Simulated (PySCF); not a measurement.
Field gradients at the hydrogen positions

Compound: C5H9ClOSi.
Geometry (GFN2-xTB, Å), atoms numbered from 1 in this order:
```xyz
17
C5H9ClOSi angstrom
C     -2.5215    0.0613    0.2404
Si    -1.3893   -0.5373   -1.1616
C      0.1149   -1.4648   -0.4658
C      1.1355   -0.8281    0.0992
Cl     2.5274   -1.6620    0.7364
C      1.1211    0.6387    0.1976
C      2.3158    1.3249    0.7825
O      0.1451    1.2426   -0.2022
H     -2.0524    0.8255    0.8486
H     -3.4314    0.4799   -0.1765
H     -2.8047   -0.7634    0.8885
H     -1.0353    0.4217   -2.2029
H     -2.1201   -1.6350   -1.8375
H      0.1426   -2.5408   -0.5374
H      2.4876    0.9649    1.7952
H      3.1990    1.0838    0.1934
H      2.1585    2.4002    0.7921
```

Level: PBE0/pcSseg-1 (PySCF, non-relativistic); Q(2H) = 0.00286 b; rigid geometry, the same for H and D, with no vibrational averaging.

Question: Rank these positions by the coupling χzz of a deuteron there, largest first.
A. H17 (methyl hydrogen)
B. H12 (Si–H hydrogen)
C. H9 (methyl hydrogen)
D. H13 (Si–H hydrogen)

Answer: C (220 kHz), A (209 kHz), B (112 kHz), D (100 kHz).

What are Vzz, η and χzz (234.96 MHz × Q × Vzz) at all hydrogens?

```json
{"atom": "H9", "bonded to": "C1", "bond length (Å)": "1.083", "Vzz (au)": "0.3274", "η": "0.02", "χzz (kHz)": "220"}
{"atom": "H10", "bonded to": "C1", "bond length (Å)": "1.085", "Vzz (au)": "0.3281", "η": "0.00", "χzz (kHz)": "220"}
{"atom": "H11", "bonded to": "C1", "bond length (Å)": "1.086", "Vzz (au)": "0.3246", "η": "0.00", "χzz (kHz)": "218"}
{"atom": "H12", "bonded to": "Si2", "bond length (Å)": "1.459", "Vzz (au)": "0.1672", "η": "0.05", "χzz (kHz)": "112"}
{"atom": "H13", "bonded to": "Si2", "bond length (Å)": "1.482", "Vzz (au)": "0.1486", "η": "0.02", "χzz (kHz)": "100"}
{"atom": "H14", "bonded to": "C3", "bond length (Å)": "1.079", "Vzz (au)": "0.3302", "η": "0.00", "χzz (kHz)": "222"}
{"atom": "H15", "bonded to": "C7", "bond length (Å)": "1.088", "Vzz (au)": "0.3098", "η": "0.04", "χzz (kHz)": "208"}
{"atom": "H16", "bonded to": "C7", "bond length (Å)": "1.089", "Vzz (au)": "0.3096", "η": "0.04", "χzz (kHz)": "208"}
{"atom": "H17", "bonded to": "C7", "bond length (Å)": "1.087", "Vzz (au)": "0.3117", "η": "0.01", "χzz (kHz)": "209"}
```

Average by the element that carries the hydrogen.

on C: 215 kHz over 7 positions, mean bond length 1.085 Å; on Si: 106 kHz over 2 positions, mean bond length 1.470 Å.

How does χzz go with the bond length over the 7 C–H bonds?

A straight-line fit has a slope of -14.8 kHz for each 0.01 Å, with a correlation coefficient of -0.82, over lengths from 1.079 to 1.089 Å. The longer bonds have the smaller couplings here.

The structure is a single GFN2-xTB conformer in the gas phase; no vibrational or solvent corrections. GFN2-xTB bond lengths can be off by several hundredths of an ångström, more for odd bonds, and the gradients follow them. These gradients aren't converged with respect to the basis.

These values come from a run that also computed NMR shieldings. Time: 61 s of wall time; peak memory 0.86 GiB. Hardware: an Arm Neoverse N1 with one thread, shared host with 64 logical CPUs at a one-minute load of 59.
